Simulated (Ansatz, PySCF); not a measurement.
Breaking a bond: SMILES [AlH3]. The Al1–H4 bond (Al1 also carries H, H; H4 carries nothing else) is pulled apart rigidly from the PBE0/def2-TZVP optimised geometry.

- UHF/cc-pVDZ (Ansatz, a quantum-chemistry and plane-wave program)
- RHF/cc-pVDZ (Ansatz)
- UKS-B3LYP = unrestricted B3LYP/cc-pVDZ (Ansatz)
- RKS-B3LYP = restricted B3LYP/cc-pVDZ (Ansatz)
- UKS-PBE0 = unrestricted PBE0/cc-pVDZ (Ansatz)
- RKS-PBE0 = restricted PBE0/cc-pVDZ in Ansatz
- UKS-PBE = unrestricted PBE/cc-pVDZ run with Ansatz
- RKS-PBE = restricted PBE/cc-pVDZ in Ansatz
- UKS-B3LYP/6-31G* = unrestricted B3LYP/6-31G*, spherical d (PySCF)
- RKS-B3LYP/6-31G* = restricted B3LYP/6-31G*, spherical d run with PySCF 2.14.0
- UKS-B3LYP/3-21G = unrestricted B3LYP/3-21G run with PySCF
- RKS-B3LYP/3-21G = PySCF with restricted B3LYP/3-21G

Scanned distances (Å): 1.27, 1.34, 1.43, 1.49, 1.52, 1.59, 1.63, 1.68, 1.75, 1.82, 1.97, 2.14, 2.40, 2.58, 2.91, 3.19, 3.52, 3.90, 4.24, 4.83, 5.51.

Task: Where does the unrestricted solution first break spin symmetry (<S²> of 0.01 or more)?

Result: UHF: between 2.14 and 2.40 Å; UKS-B3LYP: between 2.58 and 2.91 Å; UKS-PBE0: between 2.58 and 2.91 Å; UKS-PBE: between 2.58 and 2.91 Å; UKS-B3LYP/6-31G*: between 2.58 and 2.91 Å; UKS-B3LYP/3-21G: between 2.58 and 2.91 Å.

| R / Å | <S²> UHF | E(RHF) − E(UHF) / kJ/mol | <S²> UKS-B3LYP | E(RKS-B3LYP) − E(UKS-B3LYP) / kJ/mol | <S²> UKS-PBE0 | E(RKS-PBE0) − E(UKS-PBE0) / kJ/mol | <S²> UKS-PBE | E(RKS-PBE) − E(UKS-PBE) / kJ/mol | <S²> UKS-B3LYP/6-31G* | E(RKS-B3LYP/6-31G*) − E(UKS-B3LYP/6-31G*) / kJ/mol | <S²> UKS-B3LYP/3-21G | E(RKS-B3LYP/3-21G) − E(UKS-B3LYP/3-21G) / kJ/mol |
|---|---|---|---|---|---|---|---|---|---|---|---|---|
| 1.27 | 0.00 | 0.0 | 0.00 | 0.0 | 0.00 | 0.0 | 0.00 | 0.0 | 0.00 | 0.0 | 0.00 | 0.0 |
| 1.34 | 0.00 | 0.0 | 0.00 | 0.0 | 0.00 | 0.0 | 0.00 | 0.0 | 0.00 | 0.0 | 0.00 | 0.0 |
| 1.43 | 0.00 | 0.0 | 0.00 | 0.0 | 0.00 | 0.0 | 0.00 | 0.0 | 0.00 | 0.0 | 0.00 | 0.0 |
| 1.49 | 0.00 | 0.0 | 0.00 | 0.0 | 0.00 | 0.0 | 0.00 | 0.0 | 0.00 | 0.0 | 0.00 | 0.0 |
| 1.52 | 0.00 | 0.0 | 0.00 | 0.0 | 0.00 | 0.0 | 0.00 | 0.0 | 0.00 | 0.0 | 0.00 | 0.0 |
| 1.59 | 0.00 | 0.0 | 0.00 | 0.0 | 0.00 | 0.0 | 0.00 | 0.0 | 0.00 | 0.0 | 0.00 | 0.0 |
| 1.63 | 0.00 | 0.0 | 0.00 | 0.0 | 0.00 | 0.0 | 0.00 | 0.0 | 0.00 | 0.0 | 0.00 | 0.0 |
| 1.68 | 0.00 | 0.0 | 0.00 | 0.0 | 0.00 | 0.0 | 0.00 | 0.0 | 0.00 | 0.0 | 0.00 | 0.0 |
| 1.75 | 0.00 | 0.0 | 0.00 | 0.0 | 0.00 | 0.0 | 0.00 | 0.0 | 0.00 | 0.0 | 0.00 | 0.0 |
| 1.82 | 0.00 | 0.0 | 0.00 | 0.0 | 0.00 | 0.0 | 0.00 | 0.0 | 0.00 | 0.0 | 0.00 | 0.0 |
| 1.97 | 0.00 | 0.0 | 0.00 | 0.0 | 0.00 | 0.0 | 0.00 | 0.0 | 0.00 | 0.0 | 0.00 | 0.0 |
| 2.14 | 0.00 | 0.0 | 0.00 | 0.0 | 0.00 | 0.0 | 0.00 | 0.0 | 0.00 | 0.0 | 0.00 | 0.0 |
| 2.40 | 0.20 | 2.8 | 0.00 | 0.0 | 0.00 | 0.0 | 0.00 | 0.0 | 0.00 | 0.0 | 0.00 | 0.0 |
| 2.58 | 0.48 | 20.6 | 0.00 | 0.0 | 0.00 | 0.0 | 0.00 | 0.0 | 0.00 | 0.0 | 0.00 | 0.0 |
| 2.91 | 0.76 | 74.9 | 0.28 | 4.4 | 0.39 | 7.6 | 0.04 | 0.0 | 0.29 | 4.7 | 0.29 | 4.8 |
| 3.19 | 0.88 | 127.4 | 0.58 | 21.2 | 0.68 | 30.3 | 0.50 | 9.5 | 0.58 | 22.4 | 0.59 | 23.2 |
| 3.52 | 0.95 | 186.9 | 0.78 | 47.0 | 0.86 | 63.3 | 0.77 | 30.4 | 0.79 | 49.5 | 0.80 | 51.6 |
| 3.90 | 0.98 | 247.4 | 0.90 | 76.1 | 0.96 | 99.9 | 0.93 | 56.3 | 0.91 | 80.3 | 0.92 | 84.0 |
| 4.24 | 0.99 | 293.2 | 0.96 | 98.5 | 0.98 | 127.4 | 0.98 | 76.5 | 0.96 | 104.2 | 0.97 | 109.1 |
| 4.83 | 1.00 | 355.2 | 0.99 | 127.9 | 1.00 | 161.8 | 1.00 | 101.2 | 0.99 | 135.0 | 0.99 | 141.2 |
| 5.51 | 1.00 | 403.9 | 1.00 | 148.5 | 1.00 | 185.3 | 1.00 | 116.8 | 1.00 | 156.4 | 1.00 | 163.2 |
